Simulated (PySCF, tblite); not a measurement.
Isomers of C8H16NP. Computed with GFN2-xTB (tblite): harmonic, unscaled wavenumbers at the GFN2-xTB geometry, gas phase. This tight-binding method is rough: wavenumbers can miss measured ones by several per cent, in bad cases by 10 to 20. One conformer each.

Electronic energies: PBE0-D3(BJ)/def2-SVP at its own geometries (PySCF, gas phase).

```csv
SMILES,"electronic energy, lowest = 0 (kJ/mol)"
C=CP(C=C)NC(C)(C)C,119.2
C=CP(C1CC1)N(C)CC,169.4
CC#CP(C)N(CC)CC,183.0
CC(C)(C)NP1C=CCC1,0.0
```

Q: How do GFN2-xTB zero-point energies change the relative energies?

A: 
```tsv
SMILES	ZPE (kJ/mol)	of it from modes above 1550 cm⁻¹	electronic (kJ/mol)	with ZPE, lowest = 0 (kJ/mol)	lowest mode (cm⁻¹)	rings
CC(C)(C)NP1C=CCC1	587.6	300.3	0.0	0.0	31	1
C=CP(C=C)NC(C)(C)C	576.1	312.9	119.2	107.7	22	0
C=CP(C1CC1)N(C)CC	582.1	299.0	169.4	164.0	45	1
CC#CP(C)N(CC)CC	579.3	300.8	183.0	174.8	23	0
```

The zero-point energies span 11.5 kJ/mol, from `C=CP(C=C)NC(C)(C)C` to `CC(C)(C)NP1C=CCC1`. The order is unchanged.

Q: And how do the electronic energies of GFN2-xTB itself compare?

A: `CC(C)(C)NP1C=CCC1` 0.0; `C=CP(C=C)NC(C)(C)C` 145.5; `C=CP(C1CC1)N(C)CC` 141.7; `CC#CP(C)N(CC)CC` 134.4 kJ/mol, lowest = 0. Against the energies above, taken from the same isomer `CC(C)(C)NP1C=CCC1`, the largest difference is 48.6 kJ/mol. The two levels were optimised apart and needn't hold the same conformer.
